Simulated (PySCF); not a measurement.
Mg(OH)(SMe) (CH₄MgOS), SMILES C[S][Mg][OH].

Geometry: PBE0-D3(BJ)/def2-SVP. One conformer was computed; it need not be the lowest.

Calculation: PBE0-D3(BJ)/def2-SVP (PySCF 2.14.0).

Frequencies are harmonic and unscaled.

Computed harmonic wavenumbers and intensities:
```csv
mode,ν (cm⁻¹),IR (km/mol),Raman (Å⁴/amu),depolarisation,moving atoms (share of kinetic energy)
1,75,1.2,0.3,0.75,H 94 %
2,83,18.1,1.1,0.67,"O 31 %, C 30 %, Mg 17 %, H 15 %"
3,107,174.0,0.0,–,"H 58 %, O 25 %, Mg 15 %"
4,148,153.7,0.5,0.31,"H 73 %, O 13 %"
5,150,1.0,1.6,0.75,"Mg 46 %, H 39 %, S 9 %"
6,191,2.9,2.0,0.43,"Mg 45 %, H 28 %, C 13 %, S 12 %"
7,377,7.1,14.6,0.14,"S 53 %, O 26 %, Mg 17 %"
8,723,4.8,12.1,0.27,"C 59 %, S 31 %, H 9 %"
9,839,123.7,1.8,0.04,"Mg 50 %, O 45 %"
10,954,8.1,2.6,0.75,"H 84 %, C 14 %"
11,968,5.6,3.9,0.32,"H 83 %, C 15 %"
12,1336,16.8,3.9,0.73,"H 87 %, C 13 %"
13,1454,6.0,13.4,0.75,H 95 %
14,1460,6.4,13.3,0.75,H 95 %
15,3063,29.7,123.7,0.03,H 97 %
16,3169,3.7,57.1,0.75,"H 90 %, C 10 %"
17,3174,1.6,103.7,0.65,"H 90 %, C 10 %"
18,4102,142.4,185.7,0.24,H 94 %
```
